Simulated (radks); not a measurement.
Pr I, 59 electrons, occupied as [Xe] 4f3 6s2 (the NIST ground configuration).

All-electron calculation, scalar-relativistic Kohn-Sham, LDA (Slater exchange, Perdew-Wang correlation), spin-polarised, spherical densities, point nucleus; open shells are filled with parallel spins first (spin-orbit coupling, left out, can overturn this in heavy ions). Program: a radial shooting solver on a logarithmic mesh with Libxc functionals.

Energy parts (hartree):
| part | energy |
|---|---|
| total | -9230.6517 |
| kinetic | 9801.7616 |
| electron-nucleus | -22402.3433 |
| Hartree | 3578.9963 |
| exchange-correlation | -209.0664 |

Orbitals (lengths in bohr, moments of r in powers of bohr; <r^-3> diverges for s and p1/2; r(90%) holds 90 % of the orbital's charge):
orbital,occ.,eigenvalue (hartree),<r^2>,r(90%),<r^-3>
1s up,1,-1535.197,0.0007907,0.0435,-
1s down,1,-1535.197,0.0007907,0.0435,-
2s up,1,-247.0012,0.01255,0.159,-
2s down,1,-247.0005,0.01255,0.159,-
2p up,3,-221.1140,0.01001,0.147,8475
2p down,3,-221.1135,0.01001,0.147,8475
3s up,1,-53.26952,0.08499,0.400,-
3s down,1,-53.24190,0.08493,0.400,-
3p up,3,-45.06984,0.08496,0.405,1710
3p down,3,-45.04246,0.08490,0.405,1711
3d up,5,-33.52699,0.07228,0.387,234.1
3d down,5,-33.50541,0.07220,0.387,234.3
4s up,1,-10.59409,0.4381,0.896,-
4s down,1,-10.52048,0.4378,0.895,-
4p up,3,-7.91378,0.4956,0.961,371.3
4p down,3,-7.83970,0.4953,0.961,371.5
4d up,5,-4.08014,0.6153,1.10,41.62
4d down,5,-4.00595,0.6157,1.10,41.62
4f up,3,-0.07346,1.993,2.10,4.305
4f down,0,-0.01164,2.798,2.40,4.055
5s up,1,-1.45566,2.539,2.16,-
5s down,1,-1.40719,2.578,2.18,-
5p up,3,-0.80535,3.530,2.59,51.27
5p down,3,-0.76728,3.618,2.62,49.56
6s up,1,-0.13413,22.03,6.49,-
6s down,1,-0.12832,22.91,6.63,-

The highest occupied level is 4f up at -1.999 eV. For comparison, the ionisation energy in NIST's Atomic Spectra Database is 5.470 eV (semi-empirical). In exact Kohn-Sham theory the highest level is minus the ionisation energy, but local and semilocal functionals leave it too shallow, through self-interaction and a potential that decays too fast; potentials with the right tail come closer. Spin moment in Bohr magnetons: 3.
